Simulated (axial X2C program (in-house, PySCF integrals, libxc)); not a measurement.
Correcting the dissociation energy of BeS⁺ for spin–orbit coupling

A spin-free CCSD(T) curve (one-electron X2C) was computed with an axial X2C code built on PySCF integrals, basis S dyall-av3z [9s8p3d2f], Be dyall-cv3z [8s8p3d1f] (cores contracted in-house), for the state M_S = 1/2, Λ = 1 (beyond evenly filled blocks: π+α, π+β, π-α). It gives D0 = 3.230 eV to S + Be+, which in a spin-free picture are the weighted means of the ground terms.

Correlated methods: 7 electrons correlated (number of frozen shells: S 2 s, 1 p; Be 1 s), 177 virtual spin orbitals or spinors in MP2, 88 natural virtuals in coupled cluster.

Measured levels of the ground terms (NIST Handbook of Basic Atomic Spectroscopic Data), in cm⁻¹: S 3P: J = 2 at 0, J = 1 at 396.1, J = 0 at 573.6; Be+ 2S: J = 1/2 at 0.

The two components of the molecular doublet are 339 cm⁻¹ apart in the PBE0 2c search (Ω = 3/2 lower), so the lower one lies 170 cm⁻¹ under their mean.

Problem. How far does each ground level lie under the (2J+1)-weighted mean of its term?

Solution. S: (5 × 0 + 3 × 396.1 + 1 × 573.6)/9 = 196 cm⁻¹; Be+: a single level, 0.

Problem. Correct D0.

Solution. D0 = 3.230 + (170 − 196)/8065.5 = 3.227 eV at CCSD(T) with these spin–orbit terms. The direct two-component run gives 3.227 eV; the difference holds second-order terms in the molecule, scalar two-electron terms, the gap between measured and computed atomic splittings (a 2c atom can miss part of its lowering) and, in coupled cluster, the truncation of each run.

Second-order spin–orbit effects in the molecule, which grow quickly with Z, are left out. One determinant describes the state; a PBE0 search over occupations chose it and may have missed a lower one. Dissociation energies refer to the lowest single-determinant-based atoms at the same level and basis. CCSD and (T) use frozen natural virtuals with an MP2 correction for the truncation; (T) itself is uncorrected, so its De runs slightly low.
